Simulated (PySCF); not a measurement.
Spinor energies of C⁺ (carbon, charge +1)

Start: [He] 2s1 2p2; 2s1/2 filled at m_j = +1/2; 2p3/2 filled at m_j = +1/2, +3/2. Calculated with PySCF 2.14 in x2c-TZVPall-2c (5s3p2d1f, 31 functions): generalised Hartree-Fock with the X2C-1e Hamiltonian and a Gaussian nucleus; one run each with spin-orbit coupling (SO) switched off, then screened by Boettger's factors. This is a chosen level, not necessarily the ground level.

```tsv
spinor shell	electrons	ε, spin-free (eV)	ε, screened SO (eV)	weight of nominal j (screened SO)	rms radius, screened SO (bohr)
1s1/2	2	-322.50	-322.50	1.000	0.312
2s1/2	1	-36.555	-36.556	1.000	1.56
2p3/2	2	-25.842	-25.840	0.833	1.62
```

```csv
quantity,spin-free,screened SO
E (hartree),-37.17465,-37.17453
M_J,5/2,5/2
⟨J²⟩,8.752,8.752
⟨L²⟩,2.002,2.002
⟨S²⟩,3.750,3.750
```

Each row is a mean over spinors that exchange with the open shell spreads, by up to 3.282 eV (1s1/2).

Rows whose weight is well below 1 are mixtures of j = l ± 1/2: exchange outweighs spin-orbit coupling there, and the label is only the starting occupation.

Without spin-orbit coupling the j labels of p, d and f shells carry no meaning; the spin-free column gives the mean over the occupied spinors of each nl shell.
